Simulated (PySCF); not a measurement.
C2H6F2Si, SMILES F[Si@@H](C)CF.

The structure is a stationary point at PBE0-D3(BJ)/def2-SVP. The structure was generated by enumeration; whether it is a known compound was not checked. Other conformers were not sampled.

These are PySCF 2.14.0 with PBE0-D3(BJ)/def2-SVP values and carry that method's errors.

Frequencies are harmonic and unscaled.

| mode | ν (cm⁻¹) | IR (km/mol) | moving atoms (share of kinetic energy) |
|---|---|---|---|
| 1 | 81 | 3.4 | F 53 %, H 21 %, C 21 % |
| 2 | 134 | 1.7 | H 40 %, F 30 %, C 20 %, Si 10 % |
| 3 | 146 | 0.7 | H 80 %, F 9 % |
| 4 | 219 | 2.9 | F 48 %, C 25 %, H 23 % |
| 5 | 253 | 9.7 | Si 32 %, H 31 %, F 26 %, C 11 % |
| 6 | 326 | 9.6 | F 37 %, C 25 %, Si 19 %, H 19 % |
| 7 | 615 | 11.0 | H 55 %, C 32 % |
| 8 | 668 | 17.2 | H 60 %, C 35 % |
| 9 | 711 | 19.6 | H 53 %, C 27 %, Si 14 % |
| 10 | 767 | 78.3 | H 49 %, Si 26 %, C 23 % |
| 11 | 787 | 21.4 | H 55 %, C 29 %, Si 13 % |
| 12 | 849 | 12.1 | H 49 %, F 35 %, Si 10 % |
| 13 | 884 | 148.7 | H 73 %, C 13 %, Si 12 % |
| 14 | 948 | 189.7 | Si 38 %, H 36 %, F 18 %, C 8 % |
| 15 | 1109 | 67.4 | C 49 %, F 41 %, H 10 % |
| 16 | 1249 | 3.7 | H 91 % |
| 17 | 1271 | 39.1 | H 77 %, C 23 % |
| 18 | 1318 | 2.9 | H 71 %, C 27 % |
| 19 | 1423 | 2.8 | H 96 % |
| 20 | 1428 | 6.3 | H 96 % |
| 21 | 1448 | 5.6 | H 93 % |
| 22 | 2264 | 124.4 | H 97 % |
| 23 | 3033 | 16.3 | H 95 % |
| 24 | 3059 | 0.4 | H 97 % |
| 25 | 3093 | 16.7 | H 90 %, C 10 % |
| 26 | 3164 | 1.6 | H 91 %, C 9 % |
| 27 | 3169 | 0.5 | H 91 %, C 9 % |
